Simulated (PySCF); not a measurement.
**Relaxation of singlet SbSBr₃**

All numbers come from PBE0/[Sb def2-SVP with ECP28, S def2-SVP, Br def2-SVP], scalar-relativistic core potentials, density fitting, no spin–orbit coupling, PySCF. A (50,194) grid was used.

A hand-made square planar start, of C2v symmetry, held to at least that symmetry:

```xyz
5
charge 0 multiplicity 1, angstrom
Sb    0.0000   -0.3282    0.0000
S     0.0000   -2.5982    0.0000
Br    2.5400   -0.3282    0.0000
Br    0.0000    2.2118    0.0000
Br   -2.5400   -0.3282    0.0000
```

Task: What forces act on the atoms at the start (eV/Å)?

Result: 
| atom | Fx | Fy | Fz |
| --- | --- | --- | --- |
| Sb1 | 0.00 | -0.99 | 0.00 |
| S2 | 0.00 | 0.23 | 0.00 |
| Br3 | 0.23 | 0.54 | 0.00 |
| Br4 | 0.00 | -0.33 | 0.00 |
| Br5 | -0.23 | 0.54 | 0.00 |

Task: What does it relax to?

Result: It ends at C2v with Sb–Br 2.539 Å, Sb–Br 2.559 Å (×2), Sb–S 2.238 Å; Br–Sb–Br 84.5° (×2), Br–Sb–Br 168.9°, Br–Sb–S 95.5° (×2), Br–Sb–S 180.0°. A frequency run shows 1 imaginary mode, down to 65i cm⁻¹, so it is a saddle point. Other isomers or separated fragments may lie lower.

Task: How much energy is released, and in how many steps?

Result: 13.9 kJ/mol in 5 steps.
